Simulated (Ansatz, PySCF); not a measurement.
Species: BiF3 (charge 0, singlet). 
Geometry from a B3LYP-D3(BJ)/def2-TZVP (Ansatz, a program for electronic structure) optimisation:
```xyz
4

Bi     0.0004    -0.0017     0.2538
F     -1.3717    -1.0299    -0.7847
F     -0.2126     1.7093    -0.7687
F      1.5802    -0.6640    -0.7875
```
Charge 0, spin multiplicity 1.

Wanted: atomisation energy (electronic, to ground-state atoms), in eV. Cores are frozen in the correlated levels unless marked. UHF or UKS for open shells. Spin-orbit coupling is left out. The frozen core is the preceding noble-gas configuration, with the filled d and f shells of earlier blocks. Past Kr the def2 sets carry scalar-relativistic core potentials. The coupled-cluster limit lacks core correlation, which all-electron functionals hold. CBS marks a two-point X^-3 extrapolation of the correlation energy; Hartree-Fock from the larger set. [CCSD(T)-MP2]/basis is that difference in the basis named.

| level | program | atomisation energy (eV) | minus last row |
|---|---|---|---|
| HF/def2-TZVPPD | Ansatz | 6.87 | -6.16 |
| HF-D4/def2-TZVPD | PySCF + dftd4 | 7.13 | -5.90 |
| SVWN5/def2-TZVPD | Ansatz | 16.39 | 3.36 |
| BLYP-D4/def2-TZVPD | Ansatz + dftd4 | 13.92 | 0.89 |
| r2SCAN/def2-TZVPD | Ansatz | 13.11 | 0.08 |
| r2SCAN-D4/def2-TZVPD | Ansatz + dftd4 | 13.13 | 0.10 |
| B3LYP-D3(BJ)/def2-TZVPD | Ansatz + dftd3 | 13.11 | 0.08 |
| B3LYP/def2-TZVPD | Ansatz | 13.01 | -0.02 |
| PBE0-D3(BJ)/def2-TZVP | Ansatz + dftd3 | 12.64 | -0.39 |
| PBE0/def2-TZVPD | Ansatz | 12.65 | -0.38 |
| TPSSh/def2-TZVPD | PySCF | 13.01 | -0.02 |
| M06-2X/def2-TZVPD | PySCF | 12.27 | -0.76 |
| CAM-B3LYP-D3(BJ)/def2-TZVPD | Ansatz + dftd3 | 13.18 | 0.15 |
| LC-wPBE-D3(BJ)/def2-TZVPD | Ansatz + dftd3 | 12.95 | -0.08 |
| B2PLYP-D3(BJ)/def2-TZVPD | Ansatz + dftd3 | 13.07 | 0.04 |
| PBE-QIDH/def2-TZVPD | Ansatz | 12.40 | -0.63 |
| MP2/def2-TZVPP | Ansatz | 13.25 | 0.22 |
| RI-MP2/def2-TZVPP | Ansatz | 13.25 | 0.22 |
| CCSD/def2-SVP | Ansatz | 10.43 | -2.60 |
| CCSD(T)/def2-SVPD | Ansatz | 11.83 | -1.20 |
| RI-MP2/CBS(def2-TZVPPD,def2-QZVPPD)+[CCSD(T)-MP2]/def2-TZVPPD | Ansatz | 13.03 | 0.00 |
